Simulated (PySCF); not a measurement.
Pb: excitation energy

Pb [Xe] 4f14 5d10 6s2 6p2 (3P) → Pb [Xe] 4f14 5d10 6s1 6p3 (5S), as a difference of total energies. Computed with PySCF 2.14 in aug-cc-pVQZ-PP with one added diffuse shell each of s, p, d, f, g type with ECP60MDF (8s8p6d4f3g, 117 functions), with scalar relativity through the core potential. Correlated levels: valence: 5s2 5p6 5d10 frozen. The calculations carry no spin-orbit coupling.

```
           method  excitation energy (eV)
              UHF                   4.697
              LDA                   7.249
              PBE                   6.967
             PBE0                   6.549
           r2SCAN                   6.429
           B2PLYP                   6.437
             BLYP                   7.310
            TPSSh                   6.678
    MP2 (valence)                   5.389
SCS-MP2 (valence)                   5.701
```

Problem. How much does correlation contribute at MP2 (valence)?

Solution. 5.389 − (4.697) = 0.692 eV, measured against UHF.

Spin-orbit coupling is strong in these open shells (close to jj coupling). The scalar numbers leave it out and a first-order estimate fails, so it can dominate the gap to the real levels.
